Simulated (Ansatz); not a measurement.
The cluster K4Na4, relaxed as a singlet with RKS B3LYP/def2-SVP in Ansatz, starting from the GFN2-xTB geometry. Force threshold 0.02 eV/Å.

The restricted singlet is unstable towards broken spin symmetry in Hartree–Fock (as tested in another run); at B3LYP/def2-SVP this wasn't settled. Another isomer (singlet) lies 0.09 eV lower at PBE0/def2-TZVP; other spin states weren't run for this one.

Start:

Cartesian coordinates in Å:
```
Na 1.1388 -1.5039 1.1824
Na 0.9249 0.9507 -1.8052
Na -1.5684 3.2383 0.0851
Na 0.4432 2.8855 2.1400
K -2.7645 -2.8406 -0.8679
K 0.9884 -0.0339 -4.8547
K -3.4395 -1.1958 2.2311
K 4.2771 -1.5003 1.8892
```

| step | energy (eV) | largest force component (eV/Å) | SCF passes |
| --- | --- | --- | --- |
| 1 | -82951.7768 | 0.349 | 16 |
| 2 | -82951.9395 | 0.308 | 24 |
| 3 | -82952.1681 | 0.240 | 25 |
| 4 | -82952.3414 | 0.150 | 25 |
| 5 | -82952.4550 | 0.151 | 25 |
| 6 | -82952.5711 | 0.101 | 25 |
| 7 | -82952.6501 | 0.084 | 25 |
| 8 | -82952.6986 | 0.077 | 25 |
| 9 | -82952.7286 | 0.050 | 25 |
| 10 | -82952.7475 | 0.026 | 24 |
| 11 | -82952.7492 | 0.041 | 26 |
| 12 | -82952.7542 | 0.018 | 27 |
| 13 | -82952.7596 | 0.017 | 26 |
| 14 | -82952.7704 | 0.021 | 25 |
| 15 | -82952.7822 | 0.032 | 25 |
| 16 | -82952.7986 | 0.031 | 25 |
| 17 | -82952.8132 | 0.026 | 27 |
| 18 | -82952.8247 | 0.032 | 27 |
| 19 | -82952.8348 | 0.036 | 27 |
| 20 | -82952.8447 | 0.027 | 27 |
| 21 | -82952.8503 | 0.015 | 26 |
| 22 | -82952.8511 | 0.007 | 27 |

Force components are those of the run's own axes.

End:

```xyz
8

Na    0.0721   -2.2644    2.6435
Na    1.8438    1.6624   -1.2140
Na   -1.6346    1.9617   -0.8320
Na    0.4745    1.5102    1.8963
K    -0.5397   -2.0958   -1.0647
K    -0.4386    0.3412   -4.4357
K    -3.2346   -0.0463    2.0531
K     3.4571   -1.0689    0.9535
```

Bonds lost: Na1–Na2 (atoms count from 1). Bonds formed: Na1–Na4, Na1–K7, Na2–Na4, Na2–K8, Na3–K5, Na3–K6, Na3–K7, Na4–K7 (atoms count from 1). Metal–metal contacts that move far: Na1–K5 4.61 to 3.76 Å.

The force fell under the threshold at step 12, but the optimiser went on and released 0.097 eV more. No frequencies were taken in this run, so the end may be a saddle point.

Hardware: 4 threads of Arm Neoverse N1 on a shared host. Wall time 3.4 min.
